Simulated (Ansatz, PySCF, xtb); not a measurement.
Gas-phase reaction in SMILES: CCCCCCO + 6 [H][H] (H2) → 6 C (CH4) + O (H2O)
Each molecule is optimised on its own at B3LYP-D3(BJ)/def2-TZVP (Ansatz, an electronic-structure program), one conformer each, not searched for the lowest.

Quantity: energy of full hydrogenation (enthalpy at 298 K, with B3LYP-D3(BJ) rigid-rotor harmonic-oscillator terms from PySCF), in kcal/mol. Correlated levels leave the core frozen unless marked. Spin-orbit coupling is left out. No relativistic terms. Basis-set limits of correlation are two-point, X^-3; Hartree-Fock from the larger set. The bracket is a focal-point correction in the basis named.

From measured enthalpies of formation at 298 K: -89.2 kcal/mol (CCCCCCO -75.5, CRC Handbook; [H][H] (H2) 0.0, ATcT 1.112; C (CH4) -17.8, ATcT 1.112; O (H2O) -57.8, ATcT 1.112). It holds spin-orbit effects, and any other conformers, which the calculations lack, and core correlation, which the frozen-core levels lack. This is an older compilation, not checked against later work.

```json
[
 {"level": "GFN2-xTB", "program": "xtb", "energy of full hydrogenation (kcal/mol)": "-91.7", "error against measurement": "-2.5"},
 {"level": "BLYP-D3(BJ)/def2-TZVPD", "program": "Ansatz + dftd3", "energy of full hydrogenation (kcal/mol)": "-87.8", "error against measurement": "1.4"},
 {"level": "r2SCAN0-D4/def2-TZVPD", "program": "Ansatz + dftd4", "energy of full hydrogenation (kcal/mol)": "-90.7", "error against measurement": "-1.5"},
 {"level": "CAM-B3LYP/def2-TZVPD", "program": "Ansatz", "energy of full hydrogenation (kcal/mol)": "-97.3", "error against measurement": "-8.1"},
 {"level": "wB97X/def2-TZVPD", "program": "Ansatz", "energy of full hydrogenation (kcal/mol)": "-93.9", "error against measurement": "-4.7"},
 {"level": "MP2/6-31G*", "program": "Ansatz", "energy of full hydrogenation (kcal/mol)": "-73.3", "error against measurement": "15.9"},
 {"level": "SCS-MP2/STO-3G", "program": "Ansatz", "energy of full hydrogenation (kcal/mol)": "-62.1", "error against measurement": "27.1"},
 {"level": "CCSD(T)/6-31G", "program": "Ansatz", "energy of full hydrogenation (kcal/mol)": "-79.8", "error against measurement": "9.4"},
 {"level": "CCSD(T)/aug-cc-pVDZ", "program": "Ansatz", "energy of full hydrogenation (kcal/mol)": "-87.1", "error against measurement": "2.1"},
 {"level": "RI-MP2/CBS(aug-cc-pVTZ,aug-cc-pVQZ)+[CCSD(T)-MP2]/aug-cc-pVTZ", "program": "Ansatz", "energy of full hydrogenation (kcal/mol)": "-88.4", "error against measurement": "0.8"}
]
```
